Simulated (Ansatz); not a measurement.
Consider the isomerisation: `B[CH2][Zn][CH3]` → `C[B](C)[ZnH]`.

Gas-phase electronic energies from Ansatz, PBE0-D4/def2-TZVP geometries. CCSD(T)/CBS adds triple-zeta CCSD(T) − MP2 to the extrapolated MP2 energy (def2 sets, frozen cores). For Zn outer-core shells are correlated without core-valence functions, which leaves a few kJ/mol of doubt a bond. Scalar relativity is left out up to krypton. One conformer a species, not always the lowest.

`B[CH2][Zn][CH3]`:

```xyz
11

B    -1.201   -1.231    1.159
C    -1.182    0.265    1.192
Zn    0.234    0.366   -0.221
C     1.596    0.630   -1.575
H    -0.441   -1.872    1.836
H    -1.900   -1.823    0.379
H    -1.998    0.836    0.742
H    -0.713    0.792    2.026
H     1.212    0.369   -2.564
H     2.465   -0.001   -1.372
H     1.928    1.670   -1.602
```

`C[B](C)[ZnH]`:

```xyz
11

C     0.199   -1.477    0.085
B    -0.098    0.043   -0.147
C    -0.198    0.994    1.094
Zn   -0.184    0.826   -2.095
H    -0.206   -2.153   -0.672
H     1.294   -1.571   -0.009
H    -0.063   -1.849    1.082
H     0.804    1.442    1.197
H    -0.418    0.492    2.042
H    -0.872    1.846    0.971
H    -0.257    1.407   -3.548
```

```json
{"species": "`B[CH2][Zn][CH3]`", "SCS-MP2/def2-TZVPP energy (Eh)": "-1883.24562"}
{"species": "`C[B](C)[ZnH]`", "SCS-MP2/def2-TZVPP energy (Eh)": "-1883.22460"}
```

Task: Work out ΔE.

Result: ΔE = (-1883.22460) − (-1883.24562) = 0.02102 Eh = +0.57 eV. CCSD(T)/CBS gives +0.51 eV.

Largest T1 diagnostic among the species: 0.013.

In def2-TZVPP, CCSD(T) changes the Hartree–Fock value by +0.15 eV (the triples alone add +0.03 eV) and MP2 by +0.26 eV.
